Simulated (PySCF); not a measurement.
A side-by-side comparison of computed properties.

First species: C₄H₃F₃N₂S.
Cartesian coordinates in Å at the GFN2-xTB level; atoms count from 1:
```
atom  x, y, z in Å
F1    -1.2843    1.6300    0.7494
C2    -1.7514    0.4212    0.4171
F3    -1.7775   -0.3029    1.5420
F4    -3.0295    0.5949    0.0454
C5    -0.9390   -0.2417   -0.6849
C6     0.4843   -0.3758   -0.2554
N7     1.3666    0.6219   -0.4755
C8     2.5148    0.2932    0.0111
S9     2.4838   -1.2741    0.7422
N10    0.9126   -1.4424    0.3682
H11   -1.3714   -1.2248   -0.8736
H12   -1.0005    0.3891   -1.5725
H13    3.3871    0.9119   -0.0311
```

Second species: C2HClN2O.
Cartesian coordinates in Å at the GFN2-xTB level; atoms count from 1:
```
atom  x, y, z in Å
Cl1    2.5996   -0.3946    0.0350
C2     0.9559   -0.1023    0.0136
N3    -0.0023   -0.9728   -0.0773
C4    -1.1098   -0.1861   -0.0471
N5    -0.8458    1.0796    0.0548
O6     0.5094    1.1583    0.0965
H7    -2.1037   -0.5772   -0.1026
```

Levels: PBE0/def2-SVPD for dipole moment, HOMO energy, LUMO energy, HOMO–LUMO gap, static isotropic polarisability and electronic spatial extent ⟨r²⟩ about the centre of nuclear charge; TDDFT PBE0/def2-SVPD for lowest singlet excitation; TDA PBE0/def2-SVPD for lowest triplet excitation (Tamm–Dancoff); GFN2-xTB for rotational constant A and rotational constant C. Geometries: GFN2-xTB. Each structure is a single optimised conformer of the isolated species, non-relativistic unless stated; the electronic structure was computed with PySCF and density fitting.

Dipoles, sizes and rotational constants follow the conformer. The torsions of the flexible species, by atom-mapped SMILES:
- `[F:1][C:2]([F:3])([F:4])[CH2:5][c:6]1[n:7][cH:8][s:9][n:10]1`: F1–C2–C5–C6 58°, C2–C5–C6–N7 -88°

(1) Which has the higher static isotropic polarisability?

(2) Which of the two has the higher HOMO–LUMO gap, and by how much?

(3) Which has the higher LUMO energy?

(4) Which of the two has the higher rotational constant C, and by how much?

(5) Which has the higher dipole moment?

(6) Which has the higher HOMO energy?

(7) Which has the higher T1 energy?

(8) Which of the two has the higher ⟨r²⟩, and by how much?

## Answers

(1) The first: 77.4 au against 50.7 au, a difference of 26.7 au.

(2) The second: 7.28 eV against 6.60 eV, a difference of 0.68 eV.

(3) The second: -1.34 eV against -1.72 eV, a difference of 0.38 eV.

(4) The second: 1.860 GHz against 0.628 GHz, a difference of 1.232 GHz.

(5) The first: 3.03 D against 0.77 D, a difference of 2.26 D.

(6) The first: -8.32 eV against -8.62 eV, a difference of 0.30 eV.

(7) The second: 4.44 eV against 4.02 eV, a difference of 0.42 eV.

(8) The first: 1684 bohr² against 584 bohr², a difference of 1100 bohr².

On the first: The vertical singlet–triplet gap S1 − T1 is 1.15 eV (TDDFT singlet less Tamm–Dancoff triplet; S1: HOMO−1→LUMO, weight 0.99; T1: HOMO→LUMO, weight 0.92). The principal polarisabilities are 57.7, 75.3 and 99.3 au; their mean is the isotropic value.

On the second: The principal polarisabilities are 33.6, 47.3 and 71.1 au; their mean is the isotropic value. No computed singlet falls in the visible range (750 to 380 nm, 1.65 to 3.26 eV); S1 lies 2.69 eV above its blue end.
